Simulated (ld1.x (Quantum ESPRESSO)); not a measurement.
**u(r) = r·R(r): atom against pseudo-atom (Ir)**

Columns: radius, all-electron u(r) and pseudo u(r) of the 5d shell (level -5.65 eV) of iridium in the configuration [Xe] 4f14 5d8 6s1 6p0; LDA (PZ), scalar-relativistic, TM semilocal scheme, ld1.x (Quantum ESPRESSO) 7.5.

```tsv
r (bohr)	all-electron	pseudo
0.132	0.2278	0.0045
0.265	-0.2363	0.0343
0.398	-0.3619	0.1062
0.530	-0.1351	0.2208
0.663	0.1777	0.3657
0.795	0.4426	0.5150
0.928	0.6294	0.6460
1.060	0.7409	0.7399
1.193	0.7952	0.7924
1.325	0.8088	0.8076
1.458	0.7955	0.7953
1.590	0.7657	0.7657
1.723	0.7260	0.7260
1.855	0.6818	0.6818
1.988	0.6353	0.6353
2.120	0.5895	0.5895
2.252	0.5449	0.5449
2.385	0.5021	0.5021
2.518	0.4618	0.4618
2.650	0.4243	0.4243
2.782	0.3896	0.3896
2.915	0.3571	0.3571
3.048	0.3272	0.3272
3.180	0.2998	0.2998
3.312	0.2746	0.2746
3.445	0.2513	0.2513
```

(1) How many radial nodes do the two functions have?

(2) At about which radius was the pseudo-wave matched?

(3) Is the pseudo-wave norm-conserving?

Answers

(1) The all-electron 5d function has n − l − 1 = 2; the pseudo-wave has 0, since the states of the same l below it are removed with the core.

(2) 1.70 bohr. The columns agree to 0.0005 from 1.46 bohr on; several derivatives are matched, so the curves merge somewhat inside the radius.

(3) Yes: the TM semilocal scheme keeps the norm inside the radius equal to the all-electron one, which fixes the energy derivative of the logarithmic derivative at the level.
